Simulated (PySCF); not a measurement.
## Electric field gradients and quadrupole coupling constants

C₅H₈ClF₃Si.
Z-matrix (Å and degrees, GFN2-xTB geometry), rows numbered from 1:
```
C 
C   1  1.4894
C   2  1.3350  1  126.72
C   3  1.5032  2  121.38  1     0.02
Cl  4  1.7759  3  109.51  2   179.24
Si  3  1.8822  2  124.62  1   179.94
C   6  1.9485  3  106.37  2     0.28
F   7  1.3507  6  113.96  3    60.50
F   7  1.3482  6  110.93  3   179.79
F   7  1.3506  6  113.94  3   -60.96
H   1  1.0855  2  112.68  3    -0.82
H   1  1.0898  2  109.42  3   120.59
H   1  1.0896  2  109.46  3  -122.31
H   2  1.0804  1  114.06  3  -179.85
H   4  1.0912  3  111.96  2    60.92
H   4  1.0913  3  111.87  2   -62.52
H   6  1.4612  3  114.34  2  -112.10
H   6  1.4615  3  114.31  2   112.79
```

Field gradients from the PBE0/pcSseg-1 density (PySCF, non-relativistic), principal values in atomic units, ordered |Vxx| ≤ |Vyy| ≤ |Vzz|:

```
atom      Vxx      Vyy     Vzz
 Cl5  -1.6342  -2.1263  3.7605
```

**Question.** Find the asymmetry η = (Vxx − Vyy)/Vzz and the couplings χ = eQV/h (234.96 MHz × Q in barn × V in au), with Q(35Cl) = −0.0817 b.

**Answer.** 
```
atom     environment  nucleus     η  χzz (MHz)  χxx (MHz)  χyy (MHz)
 Cl5  alkyl chlorine     35Cl  0.13     -72.19      31.37      40.82
```

The tensor is traceless: Vxx + Vyy + Vzz = 0.

**Question.** What is Vzz at Cl5 in SI units (1 au = 9.71736 × 10²¹ V/m²)?

**Answer.** 3.7605 au = 36.542 × 10²¹ V/m².

**Question.** What couplings would deuterons (Q(2H) = 0.00286 b) have in place of the hydrogens, at this geometry?

**Answer.** 
| atom | bonded to | bond length (Å) | Vzz (au) | η | χzz (kHz) |
| --- | --- | --- | --- | --- | --- |
| H11 | C1 | 1.086 | 0.3170 | 0.04 | 213 |
| H12 | C1 | 1.090 | 0.3100 | 0.02 | 208 |
| H13 | C1 | 1.090 | 0.3100 | 0.02 | 208 |
| H14 | C2 | 1.080 | 0.3185 | 0.08 | 214 |
| H15 | C4 | 1.091 | 0.2973 | 0.07 | 200 |
| H16 | C4 | 1.091 | 0.2971 | 0.07 | 200 |
| H17 | Si6 | 1.461 | 0.1618 | 0.02 | 109 |
| H18 | Si6 | 1.461 | 0.1616 | 0.02 | 109 |

Geometry: GFN2-xTB, one conformer, isolated molecule. GFN2-xTB bond lengths can be off by several hundredths of an ångström, more for odd bonds, and the gradients follow them. With so small a basis the couplings can be 20 % off.

These values come from a run that also computed NMR shieldings. The run took 89 s on an Arm Neoverse N1 with one thread, no GPU, shared host, and the process peaked at 1.1 GiB of memory.
